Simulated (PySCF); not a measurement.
## Correlation energy of Al(4+) (aluminium, charge +4)

Starting occupation: [He] 2s2 2p5, 2p1/2 with m_j = -1/2, +1/2, 2p3/2 with m_j = -1/2, +1/2, +3/2. Computed with PySCF 2.14 in an even-tempered Gaussian basis (19 s from 0.32 bohr⁻², ratio 2.4; 12 p from 0.41 bohr⁻², ratio 2.4; 5 d from 3.8 bohr⁻², ratio 2.6; 5 f from 5.7 bohr⁻², ratio 2.6), with X2C-1e with screened-nucleus spin-orbit coupling, Gaussian nucleus. Frozen: nothing; 9 electrons correlated; the 30 highest virtual spinors left out.

MP2 pair energies summed by pair of shells (mhartree):

| pair | energy | share (%) |
| --- | --- | --- |
| 2p-2p | -133.51 | 45.7 |
| 2p-2s | -76.16 | 26.1 |
| 1s-1s | -38.73 | 13.3 |
| 1s-2p | -25.63 | 8.8 |
| 2s-2s | -11.06 | 3.8 |
| 1s-2s | -6.79 | 2.3 |

Total MP2 correlation energy: -291.88 mhartree.

The GHF reference relaxed away from the jj start to a determinant that is no pure jj level (⟨S²⟩ = 0.75, ⟨J²⟩ = 3.75); the energies belong to that determinant.
